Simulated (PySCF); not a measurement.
Circular dichroism: `N[C@]12CCC[C@H]1C2`, C6H11N

Geometry:
| atom | x (Å) | y (Å) | z (Å) |
| --- | --- | --- | --- |
| N1 | 1.726 | -1.381 | -0.362 |
| C2 | 0.680 | -0.500 | 0.063 |
| C3 | -0.711 | -1.111 | 0.070 |
| C4 | -1.673 | 0.082 | -0.015 |
| C5 | -0.893 | 1.200 | -0.723 |
| C6 | 0.559 | 0.915 | -0.410 |
| C7 | 0.905 | 0.637 | 1.032 |
| H8 | 1.885 | -2.107 | 0.331 |
| H9 | 2.594 | -0.873 | -0.490 |
| H10 | -0.801 | -1.751 | -0.809 |
| H11 | -0.893 | -1.719 | 0.957 |
| H12 | -2.586 | -0.175 | -0.549 |
| H13 | -1.957 | 0.404 | 0.987 |
| H14 | -1.209 | 2.188 | -0.385 |
| H15 | -1.043 | 1.146 | -1.803 |
| H16 | 1.306 | 1.371 | -1.043 |
| H17 | 1.924 | 0.836 | 1.337 |
| H18 | 0.177 | 0.843 | 1.800 |

Method used: PySCF 2.14.0, TDDFT PBE0/aug-cc-pVDZ circular dichroism and optical rotation, one conformer, gas phase. Geometry: GFN2-xTB.

The molecule is flexible and this is one conformer; a measurement averages over conformers. States above about 6.3 eV (minus the energy of the highest occupied orbital) lie near or above the ionisation threshold and depend on the basis.

Question: What are the CIP labels of the stereocentres?

Answer: C2 S, C6 S.

Question: List the lowest 12 singlet excitations with oscillator and rotatory strengths.

Answer: Rotatory strengths R in 10⁻⁴⁰ esu² cm², velocity form and length form (origin at the centre of mass); f in length form.
| state | E (eV) | λ (nm) | f | R (velocity) | R (length) | main |
| --- | --- | --- | --- | --- | --- | --- |
| 1 | 5.21 | 238 | 0.023 | +3.6 | +4.0 | HOMO→LUMO 0.90 |
| 2 | 5.78 | 214 | 0.015 | +7.0 | +7.1 | HOMO→LUMO+1 0.82, HOMO→LUMO 0.08 |
| 3 | 5.83 | 213 | 0.001 | +3.3 | +3.3 | HOMO→LUMO+2 0.88 |
| 4 | 6.04 | 205 | 0.0007 | +1.4 | +1.5 | HOMO→LUMO+3 0.93 |
| 5 | 6.44 | 192 | 0.003 | -2.6 | -2.5 | HOMO→LUMO+4 0.90 |
| 6 | 6.50 | 191 | 0.015 | -5.5 | -5.6 | HOMO→LUMO+5 0.57, HOMO→LUMO+6 0.32 |
| 7 | 6.60 | 188 | 0.006 | -8.1 | -8.2 | HOMO→LUMO+6 0.63, HOMO→LUMO+5 0.34 |
| 8 | 6.69 | 185 | 0.016 | -24.0 | -24.1 | HOMO−1→LUMO 0.94 |
| 9 | 6.75 | 184 | 0.061 | -2.6 | -2.9 | HOMO→LUMO+7 0.76, HOMO→LUMO+8 0.15 |
| 10 | 6.80 | 182 | 0.010 | +11.1 | +11.3 | HOMO→LUMO+8 0.81, HOMO→LUMO+7 0.14 |
| 11 | 7.09 | 175 | 0.011 | -5.5 | -5.7 | HOMO−1→LUMO+1 0.96 |
| 12 | 7.18 | 173 | 0.009 | +10.4 | +10.7 | HOMO−1→LUMO+2 0.94 |

Among the states computed, the strongest CD band (largest |R|) is state 8. The largest dissymmetry factor in size, g = 4R/(D+G), with D and G the electric and magnetic dipole strengths, is +0.023 for state 3 (velocity form, f = 0.001), among bands with |R| over 0.5. The mirror image has the same energies and oscillator strengths and all R with the opposite sign.
